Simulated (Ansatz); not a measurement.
Steps of a relaxation of H₁₂Si₅ (`[SiH3][SiH2][SiH]([SiH3])[SiH3]`) with RKS PBE0-D4/def2-TZVP.

```sh
$ ansatz run in.yaml --threads 4 --pin off --events-out ev --progress --plain --max-ram 11315MiB
```

```yaml
crystal:
  periodic: [false, false, false]
  atoms:
    - {symbol: Si, position_ang: [-2.816030, -0.280320, -1.394070]}
    - {symbol: Si, position_ang: [-1.128640, -1.184760, -0.096640]}
    - {symbol: Si, position_ang: [0.467480, 0.314200, 0.729040]}
    - {symbol: Si, position_ang: [1.329660, 1.646290, -0.971380]}
    - {symbol: Si, position_ang: [2.100380, -0.645210, 2.083110]}
    - {symbol: H, position_ang: [-2.254810, 0.440070, -2.540860]}
    - {symbol: H, position_ang: [-3.607860, 0.691360, -0.634690]}
    - {symbol: H, position_ang: [-3.770140, -1.246720, -1.943220]}
    - {symbol: H, position_ang: [-0.415480, -2.216200, -0.871680]}
    - {symbol: H, position_ang: [-1.712710, -1.959360, 1.011660]}
    - {symbol: H, position_ang: [-0.295210, 1.235610, 1.609490]}
    - {symbol: H, position_ang: [2.086800, 0.841840, -1.933950]}
    - {symbol: H, position_ang: [0.284220, 2.330220, -1.736480]}
    - {symbol: H, position_ang: [2.241520, 2.690180, -0.500070]}
    - {symbol: H, position_ang: [3.025330, 0.329410, 2.669010]}
    - {symbol: H, position_ang: [1.541090, -1.403450, 3.204490]}
    - {symbol: H, position_ang: [2.924400, -1.583150, 1.316250]}
basis:
  gaussian: {orbitals: def2-TZVP}
hamiltonian: {xc: pbe0, dispersion: d4}
relax: {f_tol: 0.005, max_steps: 150}
```

Positions (Å) and forces (eV/Å) along the path, 6 of 6 steps:

```xyz
17
step=1 energy=-39568.1315 eV
Si   -2.816   -0.280   -1.394   -0.034    0.288   -0.087
Si   -1.129   -1.185   -0.097    0.326   -0.276    0.085
Si    0.467    0.314    0.729   -0.306    0.223    0.092
Si    1.330    1.646   -0.971    0.082   -0.107   -0.084
Si    2.100   -0.645    2.083    0.059   -0.155   -0.132
H    -2.255    0.440   -2.541    0.275    0.193   -0.306
H    -3.608    0.691   -0.635   -0.161    0.279    0.330
H    -3.770   -1.247   -1.943   -0.155   -0.483   -0.045
H    -0.415   -2.216   -0.872    0.176   -0.141   -0.323
H    -1.713   -1.959    1.012   -0.194   -0.016    0.359
H    -0.295    1.236    1.609   -0.083    0.148    0.120
H     2.087    0.842   -1.934    0.212   -0.344   -0.245
H     0.284    2.330   -1.736   -0.459    0.124   -0.124
H     2.242    2.690   -0.500    0.266    0.267    0.339
H     3.025    0.329    2.669    0.153    0.458    0.063
H     1.541   -1.403    3.204   -0.354   -0.187    0.280
H     2.924   -1.583    1.316    0.197   -0.271   -0.324
17
step=2 energy=-39568.2438 eV
Si   -2.722   -0.218   -1.365   -0.007   -0.327    0.083
Si   -1.072   -1.258   -0.075   -0.031    0.347    0.066
Si    0.388    0.384    0.750    0.184   -0.352   -0.156
Si    1.318    1.628   -0.997   -0.166   -0.034    0.182
Si    2.050   -0.675    2.010   -0.160    0.330    0.036
H    -2.117    0.490   -2.519    0.029    0.024   -0.054
H    -3.499    0.749   -0.552   -0.029    0.046    0.032
H    -3.622   -1.297   -1.853   -0.111    0.105   -0.096
H    -0.365   -2.262   -0.919    0.079    0.034    0.036
H    -1.684   -1.959    1.088   -0.040   -0.046   -0.034
H    -0.360    1.326    1.636   -0.025   -0.050   -0.012
H     2.074    0.775   -1.947    0.021   -0.053   -0.022
H     0.196    2.285   -1.713    0.037    0.094   -0.104
H     2.226    2.655   -0.428    0.040    0.066   -0.052
H     2.922    0.400    2.555    0.119   -0.089    0.096
H     1.399   -1.408    3.124    0.058   -0.061    0.072
H     2.867   -1.615    1.206    0.003   -0.033   -0.072
17
step=3 energy=-39568.2851 eV
Si   -2.770   -0.246   -1.382    0.012   -0.045    0.002
Si   -1.091   -1.230   -0.083    0.006    0.004    0.011
Si    0.420    0.354    0.744   -0.027    0.006    0.010
Si    1.321    1.633   -0.992   -0.035    0.003    0.025
Si    2.079   -0.656    2.047   -0.016    0.052    0.000
H    -2.161    0.468   -2.534    0.008    0.015   -0.018
H    -3.544    0.729   -0.570   -0.004    0.018    0.013
H    -3.703   -1.284   -1.902    0.011    0.022    0.009
H    -0.358   -2.226   -0.913    0.013   -0.002    0.004
H    -1.712   -1.952    1.064    0.001   -0.019   -0.004
H    -0.342    1.283    1.630   -0.014    0.010    0.001
H     2.078    0.774   -1.940    0.012   -0.022   -0.010
H     0.224    2.310   -1.734    0.007    0.003   -0.013
H     2.237    2.670   -0.445    0.017    0.004   -0.004
H     2.985    0.379    2.616   -0.001   -0.019   -0.009
H     1.453   -1.409    3.167    0.003   -0.015    0.004
H     2.885   -1.598    1.227    0.007   -0.016   -0.022
17
step=4 energy=-39568.2882 eV
Si   -2.758   -0.244   -1.379   -0.005   -0.012   -0.005
Si   -1.087   -1.235   -0.078    0.000   -0.014   -0.004
Si    0.402    0.362    0.754   -0.007    0.020    0.019
Si    1.312    1.628   -0.988   -0.009   -0.001   -0.004
Si    2.071   -0.649    2.041    0.003    0.011    0.003
H    -2.146    0.470   -2.532    0.006    0.002    0.004
H    -3.525    0.737   -0.565    0.007    0.004    0.003
H    -3.698   -1.272   -1.900   -0.004    0.007   -0.001
H    -0.340   -2.221   -0.909    0.010    0.011    0.005
H    -1.708   -1.972    1.060    0.000   -0.004   -0.004
H    -0.365    1.291    1.637   -0.005   -0.004   -0.006
H     2.064    0.753   -1.927   -0.004   -0.009    0.008
H     0.226    2.310   -1.742    0.007    0.001   -0.004
H     2.240    2.660   -0.451    0.003   -0.004   -0.001
H     2.985    0.380    2.608    0.004   -0.005   -0.002
H     1.459   -1.412    3.162    0.002   -0.005   -0.002
H     2.869   -1.586    1.206   -0.009    0.004   -0.010
17
step=5 energy=-39568.2909 eV
Si   -2.749   -0.243   -1.379   -0.001   -0.004    0.001
Si   -1.082   -1.236   -0.074   -0.006   -0.005   -0.001
Si    0.378    0.380    0.778    0.002    0.008    0.002
Si    1.300    1.617   -0.979   -0.001    0.001    0.003
Si    2.064   -0.636    2.037    0.000    0.000    0.003
H    -2.128    0.465   -2.530    0.002    0.001   -0.001
H    -3.504    0.747   -0.564    0.003    0.000    0.000
H    -3.702   -1.260   -1.900    0.002    0.004    0.001
H    -0.302   -2.194   -0.909    0.003    0.002    0.000
H    -1.701   -1.999    1.046    0.002   -0.002   -0.002
H    -0.399    1.306    1.655   -0.003    0.001    0.001
H     2.036    0.707   -1.898   -0.002   -0.004    0.001
H     0.231    2.307   -1.749    0.000   -0.001   -0.001
H     2.249    2.638   -0.459    0.001   -0.003   -0.001
H     2.994    0.380    2.599   -0.001    0.000   -0.002
H     1.475   -1.418    3.158    0.001    0.000   -0.002
H     2.839   -1.561    1.167   -0.002    0.002   -0.003
17
step=6 energy=-39568.2912 eV
Si   -2.744   -0.242   -1.378   -0.003    0.001    0.002
Si   -1.079   -1.236   -0.072    0.001   -0.002   -0.002
Si    0.366    0.388    0.788    0.002   -0.002    0.003
Si    1.294    1.611   -0.974    0.001   -0.001   -0.001
Si    2.060   -0.630    2.035    0.001   -0.001   -0.002
H    -2.119    0.463   -2.530    0.002    0.000    0.000
H    -3.493    0.752   -0.564    0.000    0.000   -0.001
H    -3.702   -1.253   -1.900    0.000    0.000    0.000
H    -0.286   -2.181   -0.910    0.000    0.001    0.001
H    -1.696   -2.013    1.040    0.000    0.002   -0.001
H    -0.414    1.312    1.664   -0.001    0.001    0.000
H     2.020    0.685   -1.884   -0.002    0.001    0.000
H     0.232    2.305   -1.751    0.000    0.001    0.000
H     2.254    2.627   -0.464   -0.001   -0.002    0.000
H     2.996    0.383    2.594    0.000    0.001    0.000
H     1.484   -1.421    3.156    0.000    0.001   -0.002
H     2.826   -1.549    1.150    0.000    0.001    0.002
```

Run time 45 s (4 threads of an Arm Neoverse V2 on a shared host); peak host memory 0.99 GiB.
